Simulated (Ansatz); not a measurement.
Basis sets compared for the cluster Al₂P₂. The state is a singlet with charge 0. Geometry PBE-D4/def2-TZVP. Ansatz on 4 threads of Intel Xeon 6975P-C on a shared host; times are rough, and most runs start from earlier orbitals.

Cartesian coordinates in Å:
```
Al 1.126 -1.545 1.275
Al -1.126 1.545 -1.275
P -0.714 0.095 0.746
P 0.714 -0.094 -0.745
```

The structure comes from a short search, and lower isomers may exist.

Binding counts from free atoms (Al doublet, P quartet) in the same basis, without a counterpoise term.

| level | functions | energy (Eh) | HOMO (eV) | LUMO (eV) | binding per atom (eV) | wall time |
| --- | --- | --- | --- | --- | --- | --- |
| PBE-D4/def2-SVP | 72 | -1166.6344 | -4.95 | -4.01 | 2.55 | 0.3 s |
| PBE-D4/def2-TZVP | 148 | -1167.0421 | -4.91 | -4.01 | 2.59 | 0.6 s |
| r2SCAN-D4/def2-TZVP (with forces) | 148 | -1167.4954 | -5.06 | -4.06 | 2.44 | 1.2 s |
| PBE0-D4/def2-SVP | 72 | -1166.7258 | -5.73 | -3.23 | 2.41 | 0.4 s |
| PBE0-D4/def2-TZVP | 148 | -1167.1294 | -5.69 | -3.22 | 2.46 | 0.75 s |

Question: Estimate the rows for PBE-D4/def2-TZVPD, r2SCAN-D4/def2-TZVPD, PBE0-D4/def2-TZVPD.

Answer: 
```json
{"level": "PBE-D4/def2-TZVPD", "functions": "172", "energy (Eh)": "-1167.0427", "HOMO (eV)": "-4.92", "LUMO (eV)": "-4.03", "binding per atom (eV)": "2.59", "wall time": "0.85 s"}
{"level": "r2SCAN-D4/def2-TZVPD", "functions": "172", "energy (Eh)": "-1167.4960", "HOMO (eV)": "-5.05", "LUMO (eV)": "-4.06", "binding per atom (eV)": "2.44", "wall time": "1.4 s"}
{"level": "PBE0-D4/def2-TZVPD", "functions": "172", "energy (Eh)": "-1167.1300", "HOMO (eV)": "-5.69", "LUMO (eV)": "-3.24", "binding per atom (eV)": "2.46", "wall time": "0.95 s"}
```
